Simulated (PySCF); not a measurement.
## Structure from NMR data

Molecular formula: C4H10Si2. Simulated spectra:

¹H NMR (400 MHz, computed): δ 6.68 (m, 1H), 4.96 (m, 1H), 4.71 (m, 1H), 4.06 (s, 3H), 3.04 (m, 1H), 2.41 (m, 1H), 1.56 (m, 1H), 0.83 (m, 1H).

¹³C{¹H} NMR (computed): δ 147.6 (CH), 109.2 (CH2), 10.4 (C), 3.7 (CH2).

[PySCF: σ from GIAO-PBE0/pcSseg-1; GFN2-xTB structure; a single conformation; isolated molecule; no relativistic terms; fast rotation and ring inversion assumed for equivalent nuclei]

References, each an isolated molecule treated in the same way: ¹H and ¹³C against TMS.

Problem. Deduce the structure.

Solution. 
1. The formula gives 2 degrees of unsaturation (1 ring in the answer).
2. 4 carbon signals for 4 carbons: no two carbons are equivalent.
3. Carbon types of the structure: 1 × C, 1 × CH, 2 × CH2, leaving 5 H on heteroatoms.
4. δC 147.6: alkene CH; the olefinic region.
5. δC 109.2: terminal =CH2 carbon; the olefinic region.
6. δC 10.4, 3.7: three-membered-ring carbon; carbons of three-membered rings are unusually shielded.
7. δH 6.68: hydrogen on an alkene CH; a vinylic proton, deshielded by the sp2 carbon and the C=C anisotropy.
8. δH 4.96, 4.71: hydrogen on a terminal =CH2 carbon; a vinylic proton, deshielded by the sp2 carbon and the C=C anisotropy.
9. δH 4.06: hydrogen on a silicon bonded to C.
10. δH 1.56, 0.83: hydrogen on a three-membered-ring carbon; cyclopropane-type protons are shielded by the ring.

These data were computed for `C=C[C@]1([SiH3])C[SiH2]1`.

This is the structure that produced the data.

Shifts are as computed. Against solution values, carbons near 30 ppm lie about +3 ppm off and those near 130 ppm about +5 ppm. Of 1211 compounds with measured shifts, 218 miss one by over three times the rms of a fit or turn the order of signals round; such compounds aren't used in these exercises. No couplings were computed; multiplicities are counted from neighbouring protons, with m where these are inequivalent, close in shift, in a saturated or five-membered ring or joined by F or P, and br s for small geminal =CH2 splittings.
